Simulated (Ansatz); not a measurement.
InSi16, 17 atoms. Hardware: 2 threads of AMD EPYC 7R13 on a shared host and a share (18 GiB) of an NVIDIA H100 80GB HBM3.

In the def2 sets In takes a core potential; there is no spin–orbit coupling. Correlated methods freeze 84 core orbitals; core or outer-core shells of In are correlated, in sets that lack core-valence functions. Single mean-field runs in def2-TZVP are fitted with def2-universal-jkfit.

Problem. How many basis functions does each of these Ansatz runs have, and roughly what does it cost? PBE-D4/def2-SVP, charge 0 doublet, relaxation, 28 steps; MP2/def2-SVP, charge 0 doublet, energy, from earlier orbitals; PBE0-D4/def2-TZVP, charge 0 doublet, energy, from earlier orbitals; ωB97M-V/def2-TZVP, charge 0 doublet, energy, from earlier orbitals; PBE-D4/def2-SVP, charge 0 doublet, energy with a search over starts; PBE0-D4/def2-SVP, charge 0 doublet, energy, from earlier orbitals; RPA@PBE/def2-SVP, charge 0 doublet, energy, from earlier orbitals; PBE-D4/def2-TZVP, charge 0 doublet, energy and forces, from earlier orbitals; PBE-D4/def2-SVP, charge 0 doublet, energy, from earlier orbitals; r2SCAN-D4/def2-TZVP, charge 0 doublet, energy, from earlier orbitals.

Solution. Other jobs shared the machine, so times can vary by a factor of up to 3.

```csv
run,functions,fitting or Cholesky vectors,wall time,peak host memory (GiB)
"MP2/def2-SVP, charge 0 doublet, energy, from earlier orbitals",314,2995,4.3 s,0.93
"PBE-D4/def2-SVP, charge 0 doublet, energy, from earlier orbitals",314,3452,4.3 s,1.1
"PBE0-D4/def2-SVP, charge 0 doublet, energy, from earlier orbitals",314,2995,4.7 s,1.1
"RPA@PBE/def2-SVP, charge 0 doublet, energy, from earlier orbitals",314,2995,6 s,1.9
"PBE-D4/def2-TZVP, charge 0 doublet, energy and forces, from earlier orbitals",642,2266,7 s,1.2
"PBE0-D4/def2-TZVP, charge 0 doublet, energy, from earlier orbitals",642,2266,8 s,1.2
"r2SCAN-D4/def2-TZVP, charge 0 doublet, energy, from earlier orbitals",642,2266,13 s,1.4
"ωB97M-V/def2-TZVP, charge 0 doublet, energy, from earlier orbitals",642,2266,17 s,1.9
"PBE-D4/def2-SVP, charge 0 doublet, energy with a search over starts",314,3452,18 s,1.2
"PBE-D4/def2-SVP, charge 0 doublet, relaxation, 28 steps",314,3452,1.7 min,1
```
